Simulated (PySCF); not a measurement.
CrF: one state, many levels of theory

State: ⁶Σ⁺ (sextet), unpaired electrons σ ↑, π ↑↑, δ ↑↑. Set-up: PySCF, no relativity, basis sets Cr def2-TZVPP, F def2-TZVPP. De refers to Cr (3d5 4s1) + F in their high-spin ground configurations, without counterpoise correction. The functionals are run spin-unrestricted. A positive dipole means Cr(−)F(+).

```csv
Level,Re (Å),ωe (cm⁻¹),De (eV),μ (D)
UHF,1.810,676,n/a,-3.37
UHF-MP2,1.764,705,n/a,n/a
UHF-SCS-MP2,1.779,689,n/a,n/a
LDA,1.750,688,5.92,-3.55
PBE,1.786,643,5.15,-3.67
BP86,1.783,648,5.16,-3.65
TPSS,1.782,655,5.08,-3.73
r²SCAN,1.777,664,4.93,-3.76
TPSSh,1.783,656,4.90,-3.97
PBE0,1.784,650,4.70,-4.22
HSE06,1.784,653,4.70,-4.19
```

Task: What does a quarter of exact exchange do here, going from PBE to PBE0?

Result: PBE0 less PBE: -0.2 pm in Re, +1.1 % in ωe, -0.45 eV in De. Exact exchange removes part of the self-interaction that spreads semilocal densities, and in most molecules shortens and stiffens the bond and lowers De; so it does here.

Task: What does the step from GGA to meta-GGA do here, going from PBE to r²SCAN?

Result: r²SCAN less PBE: -0.9 pm in Re, +3.3 % in ωe, -0.22 eV in De. 

Task: What does the gradient correction do here, going from LDA to PBE?

Result: PBE less LDA: +3.6 pm in Re, -6.5 % in ωe, -0.77 eV in De. The gradient correction favours the more uneven density of free atoms, so it tends to lengthen bonds and takes away much of the overbinding of LDA; so it does here.

Correlated steps freeze 6 core orbitals. The metal atom is held in its measured ground configuration; semilocal functionals can put another filling of s and d lower by some tenths of an eV, and De to that atom would be smaller. With d or f electrons several states lie close, and the lowest PBE0 determinant need not be the measured ground state.

The whole job (state search and all levels along the bond) took about 9.4 min on 1 thread of Arm Neoverse V2 (shared host), peak memory 2.8 GiB.
